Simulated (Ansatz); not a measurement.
Relaxation of La₄⁺ with UKS r2SCAN-D4/def2-SVP.

```sh
$ ansatz run in.yaml --threads 4 --pin off --events-out ev --progress --plain --max-ram 3916MiB
```

```yaml
crystal:
  periodic: [false, false, false]
  atoms:
    - {symbol: La, position_ang: [-0.099200, -2.748150, -0.248720]}
    - {symbol: La, position_ang: [0.090810, 2.755270, 0.021320]}
    - {symbol: La, position_ang: [2.769890, -0.096960, 0.012480]}
    - {symbol: La, position_ang: [-2.761500, 0.089840, 0.214920]}
basis:
  gaussian: {orbitals: def2-SVP}
total_charge: 1
magnetization: {spin_polarized: true, initial_magnetization: 1}
hamiltonian: {xc: r2scan, dispersion: d4}
scf: {lower_state_search: "off"}
output: {orbitals: {seedname: orbitals}}
relax: {f_tol: 0.02, max_steps: 100}
```

Run time 4.8 min (4 threads of Arm Neoverse V2 on a shared host).

Positions (Å) and forces (eV/Å) at steps 1, 2, 3, 4, 5, 6, 7, 8, 9, 10, 11, 13, 14 of 14:

```xyz
4
step=1 energy=-3427.8626 eV
La   -0.099   -2.748   -0.249   -0.181    1.185    0.145
La    0.091    2.755    0.021    0.127   -1.229    0.017
La    2.770   -0.097    0.012   -1.196    0.258   -0.024
La   -2.761    0.090    0.215    1.250   -0.214   -0.138
4
step=2 energy=-3428.6280 eV
La   -0.125   -2.595   -0.246   -0.095    0.920    0.090
La    0.109    2.599    0.007    0.114   -0.916   -0.010
La    2.591   -0.062    0.026   -0.923    0.165   -0.001
La   -2.575    0.058    0.212    0.904   -0.170   -0.080
4
step=3 energy=-3429.0711 eV
La   -0.136   -2.402   -0.238    0.210    0.091   -0.087
La    0.134    2.414   -0.006   -0.181   -0.219   -0.075
La    2.396   -0.035    0.037   -0.241   -0.121    0.077
La   -2.394    0.023    0.208    0.212    0.249    0.084
4
step=4 energy=-3429.1577 eV
La   -0.047   -2.375   -0.325   -0.179   -0.168   -0.206
La    0.053    2.350   -0.086    0.112    0.252   -0.213
La    2.237   -0.097    0.121    0.073    0.105    0.222
La   -2.243    0.122    0.290   -0.006   -0.189    0.196
4
step=5 energy=-3429.3143 eV
La   -0.063   -2.423   -0.485   -0.132    0.110   -0.153
La    0.049    2.415   -0.248    0.119   -0.030   -0.194
La    2.140   -0.095    0.289   -0.065    0.108    0.185
La   -2.126    0.103    0.445    0.077   -0.188    0.162
4
step=6 energy=-3429.4685 eV
La   -0.090   -2.352   -0.659   -0.079    0.267   -0.116
La    0.062    2.369   -0.437    0.045   -0.251   -0.150
La    2.081   -0.081    0.475   -0.063    0.075    0.147
La   -2.052    0.064    0.621    0.097   -0.091    0.119
4
step=7 energy=-3429.6332 eV
La   -0.109   -2.217   -0.793   -0.124    0.418   -0.097
La    0.065    2.246   -0.589   -0.062   -0.345   -0.173
La    2.066   -0.069    0.623   -0.165    0.020    0.207
La   -2.021    0.039    0.759    0.351   -0.093    0.063
4
step=8 energy=-3429.9535 eV
La   -0.126   -2.073   -0.917    0.056    0.213   -0.160
La    0.052    2.116   -0.734   -0.001   -0.287   -0.118
La    2.014   -0.066    0.770   -0.300    0.023    0.116
La   -1.939    0.023    0.881    0.245    0.051    0.162
4
step=9 energy=-3430.0991 eV
La   -0.098   -1.963   -1.050   -0.034    0.129   -0.093
La    0.037    1.986   -0.869   -0.049   -0.055   -0.168
La    1.870   -0.068    0.900    0.111   -0.043    0.169
La   -1.809    0.045    1.018   -0.028   -0.031    0.093
4
step=10 energy=-3430.2002 eV
La   -0.098   -1.839   -1.167   -0.167    0.150   -0.112
La    0.026    1.876   -1.000    0.093   -0.038   -0.251
La    1.856   -0.075    1.027    0.086    0.080    0.225
La   -1.784    0.038    1.140   -0.012   -0.192    0.138
4
step=11 energy=-3430.2659 eV
La   -0.164   -1.731   -1.283   -0.021    0.037    0.057
La    0.079    1.802   -1.138    0.056   -0.053    0.069
La    1.840   -0.024    1.159   -0.084    0.049   -0.080
La   -1.754   -0.047    1.262    0.050   -0.033   -0.046
4
step=13 energy=-3430.2697 eV
La   -0.183   -1.734   -1.273   -0.002    0.004    0.002
La    0.105    1.800   -1.123   -0.002   -0.002   -0.001
La    1.834    0.000    1.143    0.004   -0.001    0.002
La   -1.756   -0.066    1.253    0.001   -0.001   -0.004
4
step=14 energy=-3430.2697 eV
La   -0.183   -1.733   -1.272    0.000    0.000    0.000
La    0.105    1.800   -1.123    0.000    0.001    0.000
La    1.835    0.000    1.143    0.000    0.000    0.000
La   -1.756   -0.066    1.252    0.000    0.000    0.000
```

In the def2 sets La takes a core potential; there is no spin–orbit coupling. The charge 1 doublet is spin-contaminated (final ⟨S²⟩ up to 3.91, 0.75 for a pure state). The relaxation made no stability test and no search for a lower SCF solution. No other spin state of charge 1 was run. The structure comes from a short search, and lower isomers may exist.
